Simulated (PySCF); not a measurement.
## [W(Cl)2(OH)4] (charge 0, multiplicity 1)

Computed with TPSSh-D3(BJ)/def2-TZVP // BP86-D3(BJ)/def2-SVP (PySCF).

The HOMO is -7.50 eV, the dipole moment is 1.69 D and the HOMO–LUMO gap is 3.23 eV. The LUMO is -4.26 eV. The charge on the central atom (Mulliken) is 1.42 e and the total energy is -35136.42 eV. The cost comes out as around 11 core-minutes (rough).

```xyz
11

W      0.0668     0.4608     0.1152
Cl    -1.0708    -0.7573    -1.6352
Cl     0.5012    -1.6666     1.1785
O     -0.3006     2.0628    -0.7945
H     -0.7005     2.2790    -1.6576
O      0.9499     1.3280     1.5279
H      1.3392     1.0408     2.3749
O      1.6341     0.0636    -0.8758
H      1.8726    -0.8038    -1.2546
O     -1.6023     0.3571     1.0090
H     -2.1791    -0.4286     1.0632
```
Charge 0, spin multiplicity 1.
